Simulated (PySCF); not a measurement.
Core binding energy against partial charge

C5H12N2Si.
Cartesian coordinates in Å at the PBE0-D3(BJ)/def2-SVP level; atoms count from 1:
```xyz
20
C5H12N2Si angstrom
C      2.5966    0.6147    0.0039
N      1.5576   -0.3395   -0.2558
C      0.3545    0.0314   -0.1422
C     -0.7947   -0.8962   -0.4067
C     -1.7201   -0.3077   -1.4891
N     -2.5705    0.6704   -0.8387
Si    -2.8535    0.3509    0.8431
C     -1.6394   -1.0992    0.8721
H      3.2374    0.7147   -0.8880
H      2.2287    1.6213    0.2890
H      3.2485    0.2382    0.8097
H      0.0885    1.0705    0.1569
H     -0.3588   -1.8461   -0.7518
H     -1.1153    0.1564   -2.2889
H     -2.2910   -1.1331   -1.9633
H     -3.1008    1.2852   -1.4408
H     -4.2543   -0.0533    1.1977
H     -2.5085    1.5044    1.7367
H     -1.0118   -1.1787    1.7723
H     -2.2157   -2.0363    0.7962
```

Binding energies: delta-SCF UKS SCAN, pcX-2 on the ionised atom, pcseg-1 elsewhere, spin-free X2C in PySCF. Charges: PBE0/pcSseg-1 ground-state density, for the ionised atom.

```
atom                   environment  C 1s (eV)  Mulliken (e)  IAO (e)  Hirshfeld (e)  ESP (e)
  C8   sp3 carbon bound to silicon     290.00        -0.475   -0.545         -0.158   -0.407
  C4                 sp3 CH carbon     290.59        -0.308   -0.117         -0.029   +0.022
  C3                  imine carbon     291.21        +0.117   +0.033         +0.046   +0.454
  C1               N-methyl carbon     291.22        -0.117   -0.297         -0.074   -0.008
  C5  sp3 carbon bound to nitrogen     291.36        +0.052   -0.138         -0.022   -0.044
```

Problem. Give the correlation coefficient and slope of binding energy on charge for each scheme.

Solution. Mulliken: r = 0.93, slope 2.2 eV per e; Hirshfeld: r = 0.73, slope 5.6 eV per e; IAO: r = 0.70, slope 1.8 eV per e; ESP: r = 0.68, slope 1.3 eV per e. Mulliken charges have the highest r, on only 5 points.

Problem. The point-charge model writes a binding energy as kq + V + constant, with V the potential of the other atoms' charges at the site. What does it give with the ESP charges?

Solution. V = Σ 14.40 eV Å × q/r over all other atoms: +5.30 eV at C8, -0.45 eV at C4, -6.48 eV at C3, -0.79 eV at C1, -0.74 eV at C5. Fitting binding energy − V to q gives k = 14.8 eV per e and leaves an rms residual of 0.84 eV, against 0.38 eV for the fit on q alone. The model has no term for differences in relaxation between sites.

Geometry: PBE0-D3(BJ)/def2-SVP, one conformer, isolated molecule.
